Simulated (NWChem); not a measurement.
Species: AuPH3I; SMILES [PH3]->[Au][I]

```xyz
6

Au    -0.0009     0.6230     0.0007
I      0.0005    -1.9517    -0.0004
P      0.0021     2.9004    -0.0018
H      0.8138     3.5672    -0.9521
H      0.4212     3.5735     1.1721
H     -1.2226     3.5753    -0.2301
```
Atoms are numbered in this order, from 1.

Program: NWChem. Medium grid unless said otherwise, to which SCAN and Minnesota functionals are sensitive. Coordinates come from a PBE0/def2-SVP optimisation. def2 effective core potentials on I, Au; no spin-orbit coupling. Total energies of different functionals are on different scales.

```
level             energy (Ha)  highest occupied level (eV)  orbital gap (eV)  dipole (D)
----------------  -----------  ---------------------------  ----------------  ----------
B3LYP/def2-TZVP     -776.8642                          ___               ___        7.25
PBE/def2-TZVP       -776.5635                        -5.56              3.81        6.81
PBE0/def2-TZVP      -776.5757                        -6.55              5.54        7.43
TPSSh/def2-TZVP     -776.5919                        -6.01              4.68        7.17
N12/def2-TZVP       -777.8024                        -5.27              3.73        6.77
r2SCAN/def2-TZVP    -776.8481                        -5.79              4.24        7.20
KT2/def2-TZVP       -782.0138                        -5.64              3.80        6.86
```

What belongs in the gaps?


- B3LYP/def2-TZVP, highest occupied level (eV): -6.33
- B3LYP/def2-TZVP, orbital gap (eV): 5.12
